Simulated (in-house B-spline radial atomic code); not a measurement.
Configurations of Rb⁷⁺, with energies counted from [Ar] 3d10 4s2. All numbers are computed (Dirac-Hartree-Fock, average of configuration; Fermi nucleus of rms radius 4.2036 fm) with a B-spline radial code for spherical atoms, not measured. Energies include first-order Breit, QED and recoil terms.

Occupations are held fixed; configurations that lie above the ionisation limit could autoionise.

```csv
configuration,E - E(ref) (eV),highest orbital,its <r> (bohr)
[Ar] 3d10 4s1 7g1,112.71,7g9/2,7.902
[Ar] 3d9 4s2 4f1,172.64,4f5/2,2.018
[Ar] 3d9 4s2 6p1,192.73,6p3/2,4.287
[Ar] 3d9 4s2 5f1,193.45,5f5/2,3.646
[Ar] 3d9 4s2 7p1,204.57,7p3/2,6.295
[Ar] 3d9 4s2 8s1,210.2,8s1/2,8.191
[Ar] 3d9 4s2 7g1,212.33,7g9/2,7.881
[Ne] 3s2 3p5 3d10 4s2 4d1,279.57,4d5/2,1.609
[Ne] 3s2 3p5 3d10 4s2 4f1,306.7,4f5/2,2.014
[Ne] 3s2 3p5 3d10 4s2 7d1,342.18,7d5/2,7.045
[Ne] 3s2 3p5 3d10 4s2 8s1,344.31,8s1/2,8.192
[Ne] 3s2 3p5 3d10 4s2 8g1,350.62,8g9/2,10.68
```

Order these further configurations by energy, lowest first.
A. [Ar] 3d9 4s2 4p1
B. [Ne] 3s2 3p5 3d10 4s2 8f1
C. [Ar] 3d9 4s2 6s1
D. [Ar] 3d10 4s1 7d1
E. [Ar] 3d10 4s1 8g1

D (108.69 eV), A (112.49 eV), E (116.89 eV), C (188.82 eV), B (350.15 eV).

How far above the reference does [Ar] 3d9 4s2 5g1 lie?

195.23 eV; its least bound orbital is 5g9/2 with <r> = 3.407 bohr.

How far above the reference does [Ar] 3d9 4s2 8g1 lie?

216.52 eV; its least bound orbital is 8g9/2 with <r> = 10.68 bohr.

How far above the reference does [Ar] 3d10 4s1 8f1 lie?

116.54 eV; its least bound orbital is 8f5/2 with <r> = 10.88 bohr.
